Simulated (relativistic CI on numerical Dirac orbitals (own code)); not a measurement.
**Calculated levels, Au71+**

Calculated at this level of theory: Dirac-Coulomb-Breit CI, separate exchange-only KLI orbitals for each configuration, a model potential for QED, unscaled Slater integrals (own radial code, finite nucleus).

Configuration list (outside the closed core 1s2): 2s²2p⁴, 2s2p⁵, 2p⁶, 2p⁵3s, 2s²2p³3s, 2p⁵3p, 2s²2p³3p, 2p⁵3d, 2s²2p³3d, 2s2p⁴3s, 2s2p⁴3p, 2s2p⁴3d, 2s²2p³4s, 2s²2p³4p, 2s²2p³4d, 2s²2p³4f. Levels of other configurations are missing.

| No. | Configuration | Term | J | E (Ry) | % | Landé g | jj configuration (%) |
| --- | --- | --- | --- | --- | --- | --- | --- |
| 41 | 2s2p⁴(1S)<2S>3s | ³S | 1 | 900.818 | 64 | 1.971 | 2s 2p3/2^2 3s (99) |
| 42 | 2s2p⁴(1D)<2D>3s | ³D | 1 | 901.464 | 34 | 0.963 | 2s 2p3/2^2 3s (98) |
| 43 | 2s2p⁴(3P)<2P>3s | ³P | 2 | 902.064 | 57 | 1.349 | 2s 2p3/2^2 3s (99) |
| 44 | 2s2p⁴(3P)<4P>3p | ⁵P° | 2 | 902.464 | 30 | 1.568 | 2s 2p3/2^2 3p1/2 (100) |
| 45 | 2s2p⁴(3P)<4P>3p | ³D° | 3 | 902.533 | 41 | 1.303 | 2s 2p3/2^2 3p1/2 (100) |
| 46 | 2s2p⁴(1S)<2S>3s | ¹S | 0 | 903.944 | 65 |  | 2s 2p3/2^2 3s (100) |
| 47 | 2s2p⁴(1S)<2S>3p | ³P° | 1 | 911.097 | 50 | 1.311 | 2s 2p3/2^2 3p1/2 (99) |
| 48 | 2s2p⁴(3P)<2P>3p | ³P° | 1 | 911.161 | 32 | 1.297 | 2s 2p3/2^2 3p1/2 (99) |
| 49 | 2s2p⁴(1S)<2S>3p | ³P° | 0 | 911.167 | 76 |  | 2s 2p3/2^2 3p1/2 (100) |
| 50 | 2s2p⁴(3P)<2P>3p | ³D° | 2 | 911.300 | 30 | 1.035 | 2s 2p3/2^2 3p1/2 (99) |
| 51 | 2p³(4S°)3p | ⁵P | 3 | 913.354 | 55 | 1.370 | 2p1/2 2p3/2^2 3p3/2 (100) |
| 52 | 2p³(4S°)3p | ³P | 0 | 913.391 | 100 |  | 2p1/2 2p3/2^2 3p3/2 (100) |
| 53 | 2p³(4S°)3p | ³P | 2 | 913.588 | 39 | 1.412 | 2p1/2 2p3/2^2 3p3/2 (99) |
| 54 | 2p³(2D°)3p | ¹P | 1 | 914.649 | 50 | 0.966 | 2p1/2 2p3/2^2 3p3/2 (99) |
| 55 | 2p³(2D°)3p | ³F | 4 | 915.002 | 100 | 1.216 | 2p1/2 2p3/2^2 3p3/2 (100) |
| 56 | 2p³(2D°)3p | ³D | 3 | 915.053 | 71 | 1.205 | 2p1/2 2p3/2^2 3p3/2 (100) |
| 57 | 2p³(2D°)3p | ³P | 1 | 918.026 | 76 | 1.435 | 2p1/2 2p3/2^2 3p3/2 (99) |
| 58 | 2p³(2D°)3p | ¹D | 2 | 918.837 | 50 | 1.133 | 2p1/2 2p3/2^2 3p3/2 (100) |
| 59 | 2p³(2P°)3p | ³P | 1 | 920.569 | 52 | 1.493 | 2p1/2 2p3/2^2 3p3/2 (99) |
| 60 | 2p³(2P°)3p | ³D | 2 | 920.619 | 40 | 1.133 | 2p1/2 2p3/2^2 3p3/2 (100) |
| 61 | 2p³(4S°)3d | ⁵D° | 1 | 923.463 | 47 | 1.035 | 2p1/2 2p3/2^2 3d3/2 (100) |
| 62 | 2p³(2D°)3d | ³F° | 2 | 923.582 | 41 | 1.046 | 2p1/2 2p3/2^2 3d3/2 (99) |
| 63 | 2p³(4S°)3d | ⁵D° | 0 | 923.668 | 55 |  | 2p1/2 2p3/2^2 3d3/2 (99) |
| 64 | 2p³(2D°)3d | ³G° | 3 | 924.023 | 42 | 1.060 | 2p1/2 2p3/2^2 3d3/2 (99) |
| 65 | 2p³(2D°)3d | ³G° | 4 | 925.052 | 50 | 1.019 | 2p1/2 2p3/2^2 3d3/2 (100) |
| 66 | 2p³(2D°)3d | ³F° | 3 | 926.347 | 40 | 1.120 | 2p1/2 2p3/2^2 3d3/2 (99) |
| 67 | 2p³(2D°)3d | ³D° | 2 | 926.568 | 37 | 1.190 | 2p1/2 2p3/2^2 3d3/2 (99) |
| 68 | 2p³(2D°)3d | ³P° | 1 | 927.076 | 45 | 1.420 | 2p1/2 2p3/2^2 3d3/2 (99) |
| 69 | 2p³(2P°)3d | ³F° | 2 | 929.512 | 70 | 0.771 | 2p1/2 2p3/2^2 3d3/2 (99) |
| 70 | 2p³(2P°)3d | ³D° | 1 | 931.360 | 48 | 0.866 | 2p1/2 2p3/2^2 3d3/2 (96) |
| 71 | 2p³(4S°)3d | ⁵D° | 4 | 932.715 | 54 | 1.282 | 2p1/2 2p3/2^2 3d5/2 (99) |
| 72 | 2p³(2D°)3d | ³D° | 3 | 932.949 | 50 | 1.298 | 2p1/2 2p3/2^2 3d5/2 (99) |
| 73 | 2p³(2D°)3d | ³F° | 4 | 934.527 | 75 | 1.161 | 2p1/2 2p3/2^2 3d5/2 (100) |
| 74 | 2p³(4S°)3d | ³D° | 1 | 934.638 | 51 | 0.881 | 2p1/2 2p3/2^2 3d5/2 (98) |
| 75 | 2p³(2D°)3d | ³G° | 5 | 934.644 | 100 | 1.170 | 2p1/2 2p3/2^2 3d5/2 (100) |
| 76 | 2p³(2D°)3d | ¹S° | 0 | 935.530 | 55 |  | 2p1/2 2p3/2^2 3d5/2 (99) |
| 77 | 2p³(4S°)3d | ³D° | 2 | 936.079 | 66 | 1.205 | 2p1/2 2p3/2^2 3d5/2 (99) |
| 78 | 2p³(2D°)3d | ³S° | 1 | 937.138 | 41 | 1.336 | 2p1/2 2p3/2^2 3d5/2 (97) |
| 79 | 2p³(2D°)3d | ¹F° | 3 | 937.450 | 50 | 1.105 | 2p1/2 2p3/2^2 3d5/2 (99) |
| 80 | 2p³(2D°)3d | ¹D° | 2 | 937.645 | 52 | 1.132 | 2p1/2 2p3/2^2 3d5/2 (98) |
| 81 | 2p³(2P°)3d | ³P° | 2 | 939.888 | 47 | 1.278 | 2p1/2 2p3/2^2 3d5/2 (99) |
| 82 | 2p³(2P°)3d | ³F° | 3 | 940.176 | 44 | 1.087 | 2p1/2 2p3/2^2 3d5/2 (99) |
| 83 | 2s2p⁴(3P)<4P>3p | ⁵D° | 4 | 942.245 | 68 | 1.388 | 2s 2p3/2^2 3p3/2 (99) |
| 84 | 2s2p⁴(3P)<4P>3p | ³D° | 3 | 942.451 | 49 | 1.397 | 2s 2p3/2^2 3p3/2 (99) |
| 85 | 2s2p⁴(3P)<4P>3p | ³S° | 1 | 943.324 | 37 | 1.568 | 2s 2p3/2^2 3p3/2 (99) |

Energies count from the lowest computed level; ° marks odd parity. Percentages are summed over parent terms; the parents shown are those of the largest component, closed shells are left out there, and <> holds an intermediate term. Filled j subshells are mostly left out of the jj labels.

The mean weight of the leading LS term, summed over parents, in these 45 levels is 54 %, and that of the leading jj configuration (from the same eigenvectors) 99 %, so jj coupling describes them better and the LS labels are nominal.

At this charge energies of transitions that change n are usually good to better than 1 %, and those within a shell (Δn = 0) to a few per cent.

LS names give the leading component of a level, which can be under half, so a name can repeat, a term be missing and a line seem to break the LS rules.
